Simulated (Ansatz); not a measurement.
Geometry optimisation, RHF/def2-SVP in Ansatz.

The input (input.yaml):

```yaml
crystal:
  periodic: [false, false, false]
  atoms:
    - { symbol: Sn, position_ang: [0.241606, 0.0, -0.018427] }
    - { symbol: Cl, position_ang: [1.002371, 0.0, 2.227743] }
    - { symbol: H, position_ang: [1.932679, 0.0, -0.228244] }
    - { symbol: Cl, position_ang: [-1.007628, 1.865046, -0.579436] }
    - { symbol: Cl, position_ang: [-1.007628, -1.865046, -0.579436] }
basis:
  gaussian: { orbitals: def2-SVP }
hamiltonian:
  xc: hf
relax:
  f_tol: 0.03
  max_steps: 50
```

Run as:

```bash
$ ansatz run input.yaml --threads 1 --pin off --max-ram 2048MiB --backend cpu --events-out ev --progress --plain --runs-dir out
```

Where does it end, and by what steps?

The run converged. After 4 steps the energy has fallen by 0.655 eV; H3 moved furthest, 0.48 Å.

| step | energy less start (eV) | largest force component (eV/Å) | accepted |
| --- | --- | --- | --- |
| 0 | 0.0000 | 1.442 | yes |
| 1 | -0.4375 | 0.724 | yes |
| 2 | -0.6105 | 0.641 | yes |
| 3 | -0.6537 | 0.054 | yes |
| 4 | -0.6548 | 0.011 | yes |

```xyz
5
Properties=species:S:1:pos:R:3
Sn 0.382 0.000 0.085
Cl 0.650 0.000 2.395
H 1.870 0.000 -0.703
Cl -0.871 1.877 -0.478
Cl -0.871 -1.877 -0.478
```

Run time: 14 s on 1 thread of Arm Neoverse V1, on a shared host, peak memory 0.18 GiB.
